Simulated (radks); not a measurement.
Task: These are the eigenvalues of the occupied orbitals of an atom or ion with whole-number occupations (hartree). Calculated with a radial shooting solver on a logarithmic mesh with Libxc functionals: scalar-relativistic Kohn-Sham, LDA (Slater exchange, Perdew-Wang correlation), spin-unpolarised, spherical densities, point nucleus.

| orbital | eigenvalue |
|---|---|
| 1s | -22.65474 |
| 2s | -3.75807 |

Which element is it, and in what charge state? The configuration may be excited.

Result: Z = 8, oxygen, charge +4: O4+ in [He] 2s2. The 1s level, -22.655 hartree, gives Z - s = 6.7 by -(Z - s)^2/2, which with screening and relativity narrows Z to a few neighbours, and the depths must fix Z and the occupations together.
